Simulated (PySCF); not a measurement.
Order these species by their calculated properties.

All species are isolated and taken at one optimised geometry (atoms past krypton carry core potentials, spin–orbit coupling is left out); the electronic structure was computed with PySCF and density fitting.

Dipoles, sizes and rotational constants follow the conformer. The torsions of the flexible species, by atom-mapped SMILES:
- `[CH3:1][C:2]1=[CH:3][C:4]/1=[CH:5]/[B:6]([OH:7])[OH:8]`: C4–C5–B6–O7 -179°, H–O7–B6–C5 0°, H–O8–B6–C5 180°
- `[N:1]#[C:2][CH2:3][c:4]1[cH:5][cH:6][cH:7][c:8]([F:9])[cH:10]1`: C2–C3–C4–C5 86°
- `[H]/[N:4]=[C:3](\[CH:2]=[CH2:1])[CH2:5][C:6]([F:7])([F:8])[F:9]`: C1–C2–C3–N4 26°, C2–C3–C5–C6 63°, C3–C5–C6–F7 55°
- `[BH2:1][C:2](=[CH2:3])[O:4][CH:5]=[CH2:6]`: B1–C2–O4–C5 26°, C2–O4–C5–C6 -171°
- `[CH3:1][N:2]([CH3:3])[SiH2:4][SiH2:5][Br:6]`: C1–N2–Si4–Si5 44°, N2–Si4–Si5–Br6 172°
- `[CH3:1]/[CH:2]=[N:3]\[OH:4]`: H–O4–N3–C2 180°
- `[SiH3:1][O:2][SiH2:3][PH2:4]`: Si1–O2–Si3–P4 47°, H–P4–Si3–O2 81°, H–P4–Si3–O2 175°

Question: Rank by lowest triplet excitation (Tamm–Dancoff), highest first (TDA B3LYP/def2-SVPD at PBE0-D3(BJ)/def2-SVP geometries).
A. `C[NH][Ge]([Cl])([Cl])[Cl]`
B. `CC#CB1OCCO1`
C. `C1C(=C/B(O)O)/C=1C`
D. `C=C[CH2][Sn]([CH3])([CH3])[CH3]`
E. `[SiH3][CH2][GaH2]`

Answer: B (4.68 eV), E (4.54 eV), A (4.25 eV), D (4.06 eV), C (3.51 eV).

Question: Rank by vertical ionisation energy, lowest first (ΔSCF B3LYP/def2-SVPD at PBE0-D3(BJ)/def2-SVP geometries).
A. `N#CCc1cccc(F)c1`
B. `[SiH3][CH2][GaH2]`
C. `C1(C(=C\B(O)O)/C=1)C`
D. `C[NH][Ge]([Cl])([Cl])[Cl]`

Answer: C (7.90 eV), A (9.46 eV), D (9.59 eV), B (9.97 eV).

Question: Rank by dipole moment, highest first (B3LYP/def2-SVPD at PBE0-D3(BJ)/def2-SVP geometries).
A. `[SiH3][CH2][GaH2]`
B. `N#CCC1=CC=CC(F)=C1`
C. `C1C(/C=1C)=C/B(O)O`
D. `[H]/N=C(\C=C)CC(F)(F)F`
E. `CC#CB1OCCO1`

Answer: B (3.88 D), D (2.80 D), C (2.36 D), A (0.93 D), E (0.62 D).

Question: Rank by smallest rotational constant, highest first (PBE0-D3(BJ)/def2-SVP).
A. `[SiH3]O[SiH2]P`
B. `CC#CB1OCCO1`
C. `C/C=N\O`
D. `N#CCc1cccc(F)c1`
E. `[SiH3][CH2][GaH2]`
F. `CN(C)[SiH2][SiH2]Br`
G. `CC1=CC/1=C/B(O)O`
H. `BC(=C)OC=C`

Answer: C (4.864 GHz), E (1.945 GHz), H (1.811 GHz), A (1.340 GHz), G (0.993 GHz), B (0.841 GHz), D (0.691 GHz), F (0.462 GHz).

Question: Rank by electronic spatial extent ⟨r²⟩ about the centre of nuclear charge, highest first (B3LYP/def2-SVPD at PBE0-D3(BJ)/def2-SVP geometries).
A. `CC#CB1OCCO1`
B. `N#CCC1=CC=CC(F)=C1`
C. `[H]/N=C(\C=C)CC(F)(F)F`
D. `[GaH2][CH2][SiH3]`
E. `CC1=CC/1=C/B(O)O`

Answer: B (1583 bohr²), A (1355 bohr²), C (1229 bohr²), E (1120 bohr²), D (634 bohr²).

Question: Rank by HOMO energy, highest first (B3LYP/def2-SVPD at PBE0-D3(BJ)/def2-SVP geometries).
A. `C=C[CH2][Sn]([CH3])([CH3])[CH3]`
B. `[SiH3][CH2][GaH2]`
C. `CC1=CC/1=C/B(O)O`
D. `C[NH][Ge]([Cl])([Cl])[Cl]`

Answer: C (-5.79 eV), A (-6.30 eV), D (-7.42 eV), B (-7.82 eV).

Give the two extremes of that set in hartree.

`[SiH3][CH2][GaH2]`: -0.287 Eh; `CC1=CC/1=C/B(O)O`: -0.213 Eh.
